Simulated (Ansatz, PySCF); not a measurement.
Members of the series GeXY, Y = fluoro; each row names its spin state. Gas-phase values, no solvent. One relaxed conformer stands for each flexible species; it need not be the lowest. Strings in code marks are SMILES.

Quantity: adiabatic spin-state energy, in kcal/mol. HF references are unrestricted for open shells and restricted for singlets.

Level 1: frozen-core CCSDT(Q)/cc-pVDZ // B3LYP-D3(BJ)/def2-TZVP (Ansatz, a program for electronic structure)
Level 2: B3LYP/cc-pVTZ // B3LYP-D3(BJ)/def2-TZVP (Ansatz)
Level 3: CAM-B3LYP/cc-pVTZ // B3LYP-D3(BJ)/def2-TZVP (Ansatz)
Level 4: PBE-D3(BJ)/def2-TZVP // B3LYP-D3(BJ)/def2-TZVP (PySCF)

```
species                                             level 1  level 2  level 3  level 4
--------------------------------------------------  -------  -------  -------  -------
`[F][Ge][Cl]`: multiplicity 3 minus multiplicity 1     67.9     72.9     72.6     70.1
`[F][GeH]`: multiplicity 3 minus multiplicity 1        42.4     45.9     45.1     43.0
`[F][Ge][F]`: multiplicity 3 minus multiplicity 1      78.9     84.5     84.5     81.4
```
